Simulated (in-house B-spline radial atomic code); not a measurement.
## Ionising neutral tellurium with different functionals

Computed with a radial B-spline atomic code at the basis-set limit: four-component Dirac-Coulomb Hamiltonian, Fermi nucleus of rms radius 4.7423 fm, spin-restricted, spherical fractional occupations for the functionals, and exact exchange of hybrids averaged over the configuration. The ionisation energy is the difference of two self-consistent energies, [Kr] 4d10 5s2 5p4 → [Kr] 4d10 5s2 5p3, without Breit or QED terms; ε is the level of the shell that loses the electron (mean over j). The electron is taken from both j subshells in proportion to 2j + 1, so the result is a j average, not the step between ground levels.

```json
{"method": "B3LYP", "rung": "global hybrid", "ΔSCF (eV)": "?", "-ε(5p) (eV)": "?"}
{"method": "PBE0", "rung": "global hybrid", "ΔSCF (eV)": "9.77", "-ε(5p) (eV)": "7.07"}
{"method": "B97-1", "rung": "global hybrid", "ΔSCF (eV)": "9.67", "-ε(5p) (eV)": "6.81"}
{"method": "CAM-B3LYP", "rung": "range-separated hybrid", "ΔSCF (eV)": "?", "-ε(5p) (eV)": "?"}
```

**Question.** What does CAM-B3LYP give?

**Answer.** ΔSCF 9.76 eV, and -ε(5p) = 8.34 eV.

**Question.** What does B3LYP give?

**Answer.** ΔSCF 9.77 eV, and -ε(5p) = 6.85 eV.

**Question.** Among the functionals, which spreads more, the ΔSCF values or the orbital energies?

**Answer.** The orbital energies: ΔSCF values span about 0.10 eV and the orbital energies 1.54 eV; here energy differences depend much less on the functional than eigenvalues do.

**Question.** How do they compare with the NIST value?

**Answer.** NIST lists 9.010 eV (measured, ground level to ground level). Errors run from +0.66 to +0.76 eV. The correlated functionals all miss on the same side by more than they spread, so the cause is common to them (Breit-QED terms, spin polarisation, the choice among j levels, multiplet and fine-structure energies, or a listed next ion that isn't the cheapest removal here) and closeness doesn't rank the functionals.
